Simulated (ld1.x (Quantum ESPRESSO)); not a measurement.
Results of a calculation; reference values are marked as such.
**Potentials for chlorine compared**

Generated with ld1.x 7.5 (TM, RRKJ, ultrasoft, PAW), atompaw 4.2 or ONCVPSP 4.0.1. The cutoff is in Ry: for ld1.x and atompaw files where the sum of valence levels is converged to 10 mRy in a Bessel basis, for ONCV files where the hardest occupied wave has 1 mHa per electron of residual kinetic energy. The error is the largest all-electron minus pseudo excitation energy over each file’s own four to seven test configurations (ionisations up to +4, promotions, holes and added fractions of an electron), all of which were solved. The labels leave out finer settings (local radius, basis sizes, second energies), which also bear on the numbers. Spin-polarised tests are not counted. The rows are a selection from randomly drawn settings: files with unsolved tests, undetermined cutoffs or missed reference levels are left out.

```csv
potential,cutoff (Ry),largest error (meV),bound ghosts
"PAW, PW91, non-relativistic, rc 1.55/1.65/1.50 (spd), local smoothed, core correction yes, reference 3s2 3p5",25,-66,none
"TM, PW91, non-relativistic, rc 1.30/1.10/1.10 (spd), local s, core correction yes, reference 3s1.5 3p5.5",90,+23,none
"TM, LDA (PZ), non-relativistic, rc 0.95/1.45 (sp), local p, core correction no, reference 3s2 3p4.5",140,+353,none
"RRKJ, PBE, scalar-relativistic, rc 1.10/1.15 (sp), local s, core correction yes, reference 3s2 3p5",70,+88,none
"TM, PBEsol, scalar-relativistic, rc 1.05/1.30/1.25 (spd), local p, core correction no, reference 3s2 3p5",70,+94,none
"TM, PBEsol, scalar-relativistic, rc 1.25/1.25/1.00 (spd), local smoothed, core correction yes, reference 3s1 3p6",45,+219,none
```

Question: Fill in the row for Cl: ultrasoft, PBE, scalar-relativistic, rc 1.28/1.14/1.18 (spd), local d, core correction yes, reference 3s2 3p5.

Answer: cutoff 30 Ry, largest error -12 meV, bound ghosts: none.
